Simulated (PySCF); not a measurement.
Bonds (- single, = double, # triple, : aromatic): C1-C2, C2-F3, C2-C4, C4-C5, C5-C6, C6-Si7, Si7-C8, C8=O9, C8-O10, Si7-C4. C1 carries H11, H12, H13; C2 carries H14; C4 carries H15; C5 carries H16, H17; C6 carries H18, H19; Si7 carries H20; O10 carries H21. Stereochemistry as in C[C@@H](F)[C@H]1CC[Si@H]1C(=O)O. H17, H18 are cis to C2 on the ring; H16, H19 are trans to C2 on the ring.

[PySCF 2.14.0 with density-fitted response routines: geometry: GFN2-xTB; NMR shieldings at PBE0/pcSseg-1/GIAO; one computed conformer; averaged over atoms made equivalent by symmetry, fast rotation or ring inversion; non-relativistic; no solvent model]

Referencing at the same level of theory: TMS for $^{13}$C (σref 186.93), $^{1}$H (σref 31.72), $^{29}$Si (σref 349.16); $^{19}$F (σref 170.95) vs CFCl3; $^{17}$O (σref 336.08) against H2O.

```
      atoms    nucleus  count  Hirshfeld charge  δ (ppm)
        H17    $^{1}$H      1              0.04     1.85
        H15    $^{1}$H      1              0.04        ?
        H16    $^{1}$H      1              0.04     2.26
         C8   $^{13}$C      1              0.12        ?
         C6   $^{13}$C      1             -0.16     10.0
         C5   $^{13}$C      1             -0.07     24.3
         C1   $^{13}$C      1             -0.13     22.3
        Si7  $^{29}$Si      1              0.37    -21.1
         F3   $^{19}$F      1             -0.13        ?
        H20    $^{1}$H      1             -0.07        ?
        H14    $^{1}$H      1              0.03     5.15
         C4   $^{13}$C      1             -0.12        ?
        O10   $^{17}$O      1             -0.17    243.6
         O9   $^{17}$O      1             -0.26    492.8
        H18    $^{1}$H      1              0.04     1.58
        H21    $^{1}$H      1              0.19     6.86
        H19    $^{1}$H      1              0.04        ?
         C2   $^{13}$C      1              0.06     93.2
H11/H12/H13    $^{1}$H      3              0.05     1.23
```

Question: Complete the table.

Answer: 
- C8: 185.7 ppm, carbonyl carbon
- C4: 39.1 ppm, sp3 CH bonded to Si
- H20: 5.23 ppm, hydrogen on a silicon bonded to 3 C, in a 4-membered ring
- H15: 2.14 ppm, hydrogen on an sp3 CH bonded to Si
- H19: 1.59 ppm, hydrogen on an sp3 CH2 bonded to Si
- F3: -194.4 ppm, fluorine on an sp3 carbon

OH and NH positions are those of a molecule without intermolecular hydrogen bonds; in solution they move with solvent, concentration and temperature, and exchange usually removes their couplings. Shifts are as computed. Against solution values, carbons near 30 ppm lie about +3 ppm off and those near 130 ppm about +5 ppm. Of 1309 compounds with measured shifts, 239 miss one by over three times the rms of a fit or turn the order of signals round; such compounds aren't used in these exercises. In solution the two oxygens of a carboxylic acid exchange roles by proton transfer and give one 17O line. Hydrogen bonding in solution shields acid and N–H amide carbonyl oxygens by tens of ppm. Hydrogen bonding in solution deshields acid and N–H amide carbonyl carbons by as much as 10 ppm beyond these values. Unscaled 19F shifts against computed CFCl3 carry errors that often reach 10 to 50 ppm. Unscaled 17O shifts of doubly bonded oxygen tend to come out too high, by tens of ppm or more. Experimental scales use liquid or dissolved standards, which lie at an offset from isolated H2O (liquid H2O: subtract about 36 ppm).
